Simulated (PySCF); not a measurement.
**CBr: script and output**

Input:

```python
from pyscf import gto, scf, mp

mol = gto.M(
    atom='C 0 0 0; Br 0 0 1.825',
    basis='jorge-dzp-dkh',
    charge=0,
    spin=1,
    verbose=4,
)
mf = scf.UHF(mol)
mf = mf.sfx2c1e()
mf.kernel()
mp.MP2(mf, frozen=10).kernel()
mf.dip_moment()
print('orbital energies (hartree):', [e[max(0, n-3):n+3].round(4) for e, n in zip(mf.mo_energy, mol.nelec)])
```

```bash
$ OMP_NUM_THREADS=1 python input.py
```

Output (some set-up lines and the per-cycle HOMO/LUMO lines with their warnings removed):

```
PySCF version 2.14.0

[INPUT] verbose = 4
[INPUT] num. atoms = 2
[INPUT] num. electrons = 41
[INPUT] charge = 0
[INPUT] spin (= nelec alpha-beta = 2S) = 1
[INPUT] symmetry False subgroup None
[INPUT] Mole.unit = angstrom
[INPUT] Symbol           X                Y                Z      unit          X                Y                Z       unit  Magmom
[INPUT]  1 C      0.000000000000   0.000000000000   0.000000000000 AA    0.000000000000   0.000000000000   0.000000000000 Bohr   0.0
[INPUT]  2 Br     0.000000000000   0.000000000000   1.825000000000 AA    0.000000000000   0.000000000000   3.448750177331 Bohr   0.0

nuclear repulsion = 60.8916242702466
number of shells = 24
number of NR pGTOs = 112
number of NR cGTOs = 58
basis = jorge-dzp-dkh
ecp = {}

******** <class 'pyscf.x2c.sfx2c1e.sfX2C1eUHF'> ********
method = sfX2C1eUHF
initial guess = minao
damping factor = 0
level_shift factor = 0
DIIS = <class 'pyscf.scf.diis.CDIIS'>
diis_start_cycle = 1
diis_space = 8
diis_damp = 0
SCF conv_tol = 1e-09
SCF conv_tol_grad = None
SCF max_cycles = 50
direct_scf = True
direct_scf_tol = 1e-13
number electrons alpha = 21  beta = 20

******** <class 'pyscf.x2c.sfx2c1e.SpinFreeX2CHelper'> ********
approx = 1e
xuncontract = 1
Set gradient conv threshold to 3.16228e-05
init E= -2641.93136440824

cycle= 1 E= -2641.98274815435  delta_E= -0.0514  |g|= 0.275  |ddm|= 1.25
cycle= 2 E= -2642.02341345851  delta_E= -0.0407  |g|= 0.17  |ddm|= 0.57
cycle= 3 E= -2642.03918091981  delta_E= -0.0158  |g|= 0.0427  |ddm|= 0.192
cycle= 4 E= -2642.04127221732  delta_E= -0.00209  |g|= 0.0214  |ddm|= 0.0799
cycle= 5 E= -2642.041849284  delta_E= -0.000577  |g|= 0.00648  |ddm|= 0.0481
cycle= 6 E= -2642.04194114664  delta_E= -9.19e-05  |g|= 0.00221  |ddm|= 0.0216
cycle= 7 E= -2642.04195054313  delta_E= -9.4e-06  |g|= 0.000692  |ddm|= 0.00695
cycle= 8 E= -2642.04195164258  delta_E= -1.1e-06  |g|= 0.000331  |ddm|= 0.00193
cycle= 9 E= -2642.04195205324  delta_E= -4.11e-07  |g|= 0.000145  |ddm|= 0.00152
cycle= 10 E= -2642.04195214151  delta_E= -8.83e-08  |g|= 5.94e-05  |ddm|= 0.000879
cycle= 11 E= -2642.04195215461  delta_E= -1.31e-08  |g|= 2.4e-05  |ddm|= 0.000401
cycle= 12 E= -2642.04195215642  delta_E= -1.81e-09  |g|= 1.05e-05  |ddm|= 0.000144
cycle= 13 E= -2642.04195215677  delta_E= -3.47e-10  |g|= 4.56e-06  |ddm|= 5.25e-05
Extra cycle  E= -2642.04195215681  delta_E= -4.14e-11  |g|= 3.17e-06  |ddm|= 9.79e-06
converged SCF energy = -2642.04195215681  <S^2> = 0.76119473  2S+1 = 2.0111636

******** <class 'pyscf.mp.ump2.UMP2'> ********
nocc = (np.int64(11), np.int64(10)), nmo = (48, 48)
frozen orbitals 10
E(UMP2) = -2642.48441384918  E_corr = -0.44246169237151
E(SCS-UMP2) = -2642.44059964953  E_corr = -0.398647492721074
E_corr(same-spin) = -0.152661390143929
E_corr(oppo-spin) = -0.289800302227581
Dipole moment(X, Y, Z, Debye): -0.00000, -0.00000,  0.73594
orbital energies (hartree): [array([-0.4765, -0.4715, -0.3789,  0.0297,  0.182 ,  0.4804]), array([-0.4718, -0.4605, -0.4472,  0.0545,  0.1067,  0.2066])]
```

In short: E(SCF) = -2642.041952 Eh, 13 cycles, E(MP2) − E(SCF) = -0.44246 Eh, ⟨S²⟩ = 0.761, μz(SCF) = 0.74 D.

Hardware: Arm Neoverse N1, 1 thread, shared host. Wall time 2.3 s.

The bond length is a typed value, not an optimised one. No search for the lowest solution was made.
